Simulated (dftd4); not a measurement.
C3H10Si, singlet, geometry from GFN2-xTB; D4 for wb97x run with dftd4.

dftd4 was given this input:
```
$ dftd4 mol.xyz --func wb97x --charge 0 --json dftd4.json --noedisp --grad

# file mol.xyz
14

Si     0.04227581     0.17410565     0.35767998
C     -0.94677323     1.32330318    -0.79306653
C      1.75998590    -0.15337865    -0.39419538
C     -0.88714883    -1.47441790     0.56171541
H      0.19817869     0.81616493     1.67671672
H     -1.08207267     0.88244973    -1.77698739
H     -1.93349276     1.53106784    -0.39013129
H     -0.44225768     2.27526120    -0.92863343
H      2.35085242    -0.80627152     0.24121477
H      1.68499224    -0.62713212    -1.36922950
H      2.31726365     0.76979478    -0.52198718
H     -1.02111986    -1.97760373    -0.39202130
H     -1.87270611    -1.32118853     0.99105908
H     -0.34788226    -2.15306147     1.21575889
```

### Question
Predict the main parts of the log of this dftd4 run.

### Answer

```
                    ____  _____ _____     ____  _  _
      -------------|  _ \|  ___|_   _|---|  _ \| || |------------
     |             | | | | |_    | | ___ | | | | || |_           |
     |             | |_| |  _|   | ||___|| |_| |__   _|          |
     |             |____/|_|     |_|     |____/   |_|            |
     |             ===================================           |
     |            E. Caldeweyher, S. Ehlert & S. Grimme          |
     |          Mulliken Center for Theoretical Chemistry        |
     |                    University of Bonn                     |
      -----------------------------------------------------------

Rational (Becke-Johnson) damping: wb97x-D4-ATM
---------------------
  s6         1.0000
  s8         0.5093
  s9         1.0000
  a1         0.0662
  a2         5.4487
 alp        16.0000
--------------------

Dispersion energy:      -2.0146158061283E-02 Eh

Gradient norm:           2.0043490299594E-03 Eh/a0
--------------------------------------------------
     #    Z           dE/dx      dE/dy      dE/dz
--------------------------------------------------
     1   14 Si    6.715E-05  2.766E-04  5.682E-04
     2    6 C    -5.227E-04  7.522E-04 -4.078E-04
     3    6 C     9.829E-04 -6.911E-05 -1.860E-04
     4    6 C    -4.895E-04 -8.039E-04  3.457E-04
     5    1 H     1.413E-05  5.819E-05  1.195E-04
     6    1 H    -1.414E-04  1.499E-04 -1.844E-04
     7    1 H    -1.441E-04  1.700E-04 -9.330E-05
     8    1 H    -1.070E-04  1.885E-04 -1.067E-04
     9    1 H     2.358E-04 -3.729E-05 -3.731E-05
    10    1 H     2.381E-04 -5.712E-05 -1.284E-04
    11    1 H     2.349E-04  1.975E-06 -5.633E-05
    12    1 H    -1.330E-04 -2.423E-04  5.585E-06
    13    1 H    -1.366E-04 -1.834E-04  7.784E-05
    14    1 H    -9.862E-05 -2.042E-04  8.344E-05
--------------------------------------------------

Virial:
--------------------------------------------------
      component           x          y          z
--------------------------------------------------
          x       9.580E-03 -3.571E-04 -7.337E-04
          y      -3.571E-04  8.196E-03 -3.022E-03
          z      -7.337E-04 -3.022E-03  3.459E-03
--------------------------------------------------

[Info] Dispersion results written to 'dftd4.txt'
[Info] JSON dump of results written to 'dftd4.json'
```
